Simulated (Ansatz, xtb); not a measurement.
## Ranking isomers of CH6GeN

9 gas-phase structures of CH6GeN, found in a search over its isomers (lower ones may exist). Each was relaxed with GFN2-xTB:

A. `[CH3][GeH2][NH]`, a doublet
B. `[CH3][GeH][NH2]`, a doublet
C. `[CH2][GeH2][NH2]`, a doublet
D. `C[N][GeH3]`, a doublet
E. `N[CH][GeH3]`, a doublet
F. `N[CH2][GeH2]`, a doublet
G. `[NH][CH2][GeH3]`, a doublet
H. `[CH2][NH][GeH3]`, a doublet
I. `C[NH][GeH2]`, a doublet

Task: Make a reasoned guess at their ranking by r2SCAN-D4/def2-SVP single-point energy.

Result: Calculated order at r2SCAN-D4/def2-SVP: B (0.0), I (52.3), C (84.5), H (99.3), E (103.5), F (108.7), A (121.9), G (142.1), D (152.0) kJ/mol. Less than 1 kcal/mol parts H and E, so the order within that pair means little.

Energies above the lowest of each column, in kJ/mol; the last columns are at B3LYP-D3(BJ)/def2-SVP geometries and were run for some of them only (a dash: not run or not comparable):

```csv
structure,GFN2-xTB,HF/STO-3G,r2SCAN-D4/def2-SVP,B3LYP-D3(BJ)/def2-SVP,CCSD(T)/def2-SVP + ΔMP2/def2-TZVPP
B,1.0,41.0,0.0,0.0,0.0
I,0.0,93.9,52.3,45.6,70.0
C,147.9,29.9,84.5,96.8,87.5
H,102.3,43.5,99.3,–,–
E,131.1,76.9,103.5,–,–
F,83.4,170.7,108.7,–,–
A,148.1,0.0,121.9,–,–
G,157.0,65.5,142.1,–,–
D,117.0,25.3,152.0,–,–
```

CCSD(T)/def2-SVP + ΔMP2/def2-TZVPP puts B lowest of those it was run on; HF/STO-3G picks A. Flexible structures stand in one conformer each, not always the lowest. Frequencies (B3LYP-D3(BJ)/def2-SVP) were run for B, C, I alone. The ΔMP2 step shifts differences by up to 21.6 kJ/mol, which makes them less sure. Open shells are spin-unrestricted. ΔMP2 is the change of the MP2 energy from the smaller to the larger basis.

Over these structures GFN2-xTB departs from r2SCAN-D4/def2-SVP by 27.1 kJ/mol on average once a common shift is removed. A GFN2-xTB relaxation took about 0.13 s and the r2SCAN-D4/def2-SVP energy about 4.5 s on a shared host (Ansatz 0.2.0, xtb 6.7.1).
